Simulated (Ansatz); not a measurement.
Ideal-gas functions of FH2MoNOS (`[NH2][Mo](=[O])([F])=[S]`) at 298.15 K and 1 bar, from an Ansatz frequency run at PBE0-D4/def2-TZVP.

Molar mass 179.03 g/mol, point group C1 (symmetry number 1), electronic degeneracy 1, moments of inertia 153.34, 222.04, 242.323 u Å². Harmonic wavenumbers (cm⁻¹, unscaled): 189, 207, 212, 246, 277, 388, 510, 584, 678, 695, 740, 1060, 1534, 3568, 3675.

Use S(trans) = R[1.5 ln M + 2.5 ln T − 1.1517]; rotational temperatures θ = 24.2544 K / I; S(rot) = R[ln(√π/σ · √(T³/θAθBθC)) + 1.5]; for each mode x = 1.438777 ν̃/T, S = R[x/(eˣ − 1) − ln(1 − e⁻ˣ)] and H = RT x/(eˣ − 1); 1 cm⁻¹ = 0.0119627 kJ/mol; R = 8.31446 J/(mol·K).

Q: By hand: the entropy, in J/(mol·K).

A: Translation 173.6. Rotation: θ = 0.1582, 0.1092, 0.1001 K, giving 114.7. Vibration, mode by mode: 9.36, 8.66, 8.48, 7.36, 6.49, 4.22, 2.65, 2.00, 1.39, 1.31, 1.10, 0.31, 0.04, 0.00, 0.00, in all 53.4. Electronic 0.0. Sum 341.7 J/(mol·K).

Q: By hand: H − E and G − E in kJ/mol, counted from the electronic energy.

A: Zero-point energy ½ × 14563 × 0.0119627 = 87.1; thermal vibration 9.7; translation, rotation and pV give 4 RT = 9.9. H − E = 106.7 kJ/mol, and G − E = 106.7 − 298.15 × 341.7/1000 = 4.8 kJ/mol.

Vibration gives 16 % of the entropy. The sum counts one conformer and one mirror image; others add a mixing term.
